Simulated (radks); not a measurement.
Ionisation of neutral chromium, [Ar] 3d5 4s1, to [Ar] 3d5 as the strength of local exchange is varied. Method: non-relativistic Kohn-Sham, Slater X-alpha exchange (alpha = 2/3 is LDA exchange), no correlation, spin-polarised, spherical densities, point nucleus; open shells are filled with parallel spins first; computed with a radial shooting solver on a logarithmic mesh with Libxc functionals.

alpha = 0.587: E(Cr) (hartree) -1034.97405; exchange (hartree) -38.93703; IE (eV) 6.604; -e of the level emptied (eV) 3.718 (4s); <r> of it (bohr) 3.451
alpha = 0.592: E(Cr) (hartree) -1035.30577; exchange (hartree) -39.28242; IE (eV) 6.629; -e of the level emptied (eV) 3.742 (4s); <r> of it (bohr) 3.446
alpha = 0.595: E(Cr) (hartree) -1035.50486; exchange (hartree) -39.48976; IE (eV) 6.645; -e of the level emptied (eV) 3.757 (4s); <r> of it (bohr) 3.443
alpha = 0.667: E(Cr) (hartree) -1040.29545; exchange (hartree) -44.49067; IE (eV) 7.022; -e of the level emptied (eV) 4.112 (4s); <r> of it (bohr) 3.376
alpha = 0.678: E(Cr) (hartree) -1041.02946; exchange (hartree) -45.25885; IE (eV) 7.080; -e of the level emptied (eV) 4.169 (4s); <r> of it (bohr) 3.365
alpha = 0.698: E(Cr) (hartree) -1042.36546; exchange (hartree) -46.65836; IE (eV) 7.187; -e of the level emptied (eV) 4.272 (4s); <r> of it (bohr) 3.347
alpha = 0.913: E(Cr) (hartree) -1056.84353; exchange (hartree) -61.93055; IE (eV) 8.387; -e of the level emptied (eV) 5.470 (4s); <r> of it (bohr) 3.153
alpha = 0.969: E(Cr) (hartree) -1060.64925; exchange (hartree) -65.97606; IE (eV) 8.714; -e of the level emptied (eV) 5.807 (4s); <r> of it (bohr) 3.105

NIST Atomic Spectra Database: 6.767 eV (measured). The Delta-SCF value meets it near alpha = 0.62. Open shells are spherical and high-spin; term and fine-structure splittings are not resolved.
